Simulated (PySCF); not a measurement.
Gas-phase reaction: GeF4 + 2 CH3GeH3 + H2 ⇌ 3 GeH3F + C2H5F

Energies from PySCF (xtb for GFN2), thermal terms from the rigid-rotor harmonic-oscillator model, ideal gas at 1 bar. † marks an energy on the PBE0/def2-TZVP geometry and frequencies; other levels use their own. CCSD(T) freezes the core. All species are closed-shell singlets. Ge: all electrons, no relativistic terms. CCSD(T) isn't extrapolated to the basis-set limit.

LDA/def2-TZVP† gives ΔH°(298 K) = 145 kJ.

### Question
What do CCSD(T)/def2-SVP†, GFN2-xTB, PBE/def2-TZVP† give?

### Answer
CCSD(T)/def2-SVP†: 142 kJ; GFN2-xTB: -90 kJ; PBE/def2-TZVP†: 143 kJ. For scale, ΔH°(298 K) is 145 kJ at this level, 153 kJ at ωB97M-V/def2-TZVP†, and runs from -90 to 191 kJ over the 20 levels computed.
